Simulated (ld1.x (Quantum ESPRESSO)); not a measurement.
# Building the PAW potential for erbium (LDA (PZ), scalar-relativistic).

erbium (Er), PAW, made with ld1.x (Quantum ESPRESSO) 7.5 (LDA (PZ), scalar-relativistic). Core [Kr] 4d10, reference 4f12 5s2 5p6 5d1 6s1 6p0. Waves: 5s (bound): rcut 1.72, rcutus 1.98 bohr; 6s (bound): rcut 1.72, rcutus 1.98 bohr; 5p (bound): rcut 2.14, rcutus 2.30 bohr; 6p (bound, empty): rcut 2.14, rcutus 2.30 bohr; 5d (bound): rcut 1.88, rcutus 2.40 bohr; 5d channel at 2.1 Ry: rcut 1.88, rcutus 2.40 bohr; 4f (bound): rcut 0.70, rcutus 0.80 bohr; 4f channel at 3.9 Ry: rcut 0.70, rcutus 0.80 bohr. Local part: all-electron potential smoothed inside 0.70 bohr (lloc = -1). Core correction: a·sin(br)/r model core inside 0.35 bohr. Augmentation charge: GAUSS, radius 0.54 bohr.

Poles of the logarithmic derivatives, all-electron (AE) and pseudo (PS). s: poles at -3.7, 3.7 (AE) and -3.7, 3.8 (PS) Ry. p: poles at -1.6 (AE) and -1.6 (PS) Ry. d: poles at 1.2 (AE) and -0.8, 1.2 (PS) Ry. f: poles at -0.2, 4.5 (AE) and -0.2, 4.5 (PS) Ry. Test radius 2.62 bohr.

- Ghost test: ghost state, extra bound levels that the all-electron valence spectrum of the same l lacks: d at -10.4 eV (s, p not tested); a true bound ghost makes a file unfit for plane-wave use (spherical-Bessel basis up to 400 Ry, 20 bohr box)
- Configuration tests: test run stopped at test 7 of 9 (negative rho)
- Lowest eigenvalue of the overlap operator: -0.62 (p channel); it is negative, so in a basis up to 400 Ry S is not positive definite and the file is unfit for use

Note: ghost state, extra bound levels that the all-electron valence spectrum of the same l lacks: d at -10.4 eV (s, p not tested). A true bound ghost makes a file unfit for plane-wave use. Its overlap operator is not positive definite in a basis up to 400 Ry (lowest eigenvalue s -0.07, p -0.62), so the file is unfit for use: the generalised eigenproblem breaks down once the basis is large enough, and its test numbers describe a broken file.
